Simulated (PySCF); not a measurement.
C8H6.

```xyz
14

C      0.0000    -0.7286    -2.2078
C      0.0000    -1.1738    -0.9129
C      0.0000     0.0000    -0.0451
C      0.0000     0.0000     1.3103
C      0.0000     0.6646     2.5752
C      0.0000    -0.6646     2.5752
C      0.0000     1.1738    -0.9129
C      0.0000     0.7286    -2.2078
H      0.0000    -1.3533    -3.1020
H      0.0000    -2.2072    -0.5668
H      0.0000     1.5907     3.1463
H      0.0000    -1.5907     3.1463
H      0.0000     2.2072    -0.5668
H      0.0000     1.3533    -3.1020
```

Geometry optimised at B3LYP-D3(BJ)/def2-SVP.

The numbers are results of B3LYP/pcSseg-1 (PySCF), not measurements. Non-relativistic, no solvent.

Computed absolute GIAO shielding of each atom: isotropic value and principal components (ppm):
| atom | σ(iso) | σ11 | σ22 | σ33 | span |
|---|---|---|---|---|---|
| C1 | 46.1 | -48.2 | 44.1 | 142.3 | 190.4 |
| C2 | 53.3 | -43.3 | 59.7 | 143.5 | 186.7 |
| C3 | 66.8 | 14.2 | 38.8 | 147.4 | 133.2 |
| C4 | 48.8 | -51.6 | 2.4 | 195.7 | 247.3 |
| C5 | 32.4 | -83.6 | -5.8 | 186.7 | 270.3 |
| C6 | 32.4 | -83.6 | -5.8 | 186.7 | 270.3 |
| C7 | 53.3 | -43.3 | 59.7 | 143.5 | 186.7 |
| C8 | 46.1 | -48.2 | 44.1 | 142.3 | 190.4 |
| H9 | 25.0 | 23.4 | 24.4 | 27.0 | 3.6 |
| H10 | 24.9 | 23.3 | 24.9 | 26.7 | 3.4 |
| H11 | 22.9 | 20.9 | 23.8 | 23.9 | 2.9 |
| H12 | 22.9 | 20.9 | 23.8 | 23.9 | 2.9 |
| H13 | 24.9 | 23.3 | 24.9 | 26.7 | 3.4 |
| H14 | 25.0 | 23.4 | 24.4 | 27.0 | 3.6 |
